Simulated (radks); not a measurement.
Species: the arsenic ion As3+. Configuration: [Ar] 3d10 4s2. Calculated with a radial shooting solver on a logarithmic mesh with Libxc functionals: scalar-relativistic Kohn-Sham, LDA (Slater exchange, VWN5 correlation), spin-polarised, spherical densities, finite nucleus; Fermi nuclear charge, rms radius 4.0968 fm. Some entries of the table are withheld. Estimate them.

orbital,occ.,eigenvalue (hartree),<r^2> (bohr^2)
1s,2,-431.2130,0.002794
2s,2,-55.82504,0.04864
2p,6,-49.16333,(1)
3s,2,-8.23373,0.4139
3p,6,-6.17217,0.4480
3d,10,-2.76672,0.5687
4s,2,-1.64873,3.411
4p,0,(2),(3)
4d,0,(4),9.174
5s,0,-0.62446,(5)
4f,0,-0.33184,(6)

Answer. 
(1) 2p <r^2> (bohr^2): 0.03852
(2) 4p eigenvalue (hartree): -1.22195
(3) 4p <r^2> (bohr^2): 4.546
(4) 4d eigenvalue (hartree): -0.66249
(5) 5s <r^2> (bohr^2): 16.43
(6) 4f <r^2> (bohr^2): 24.80
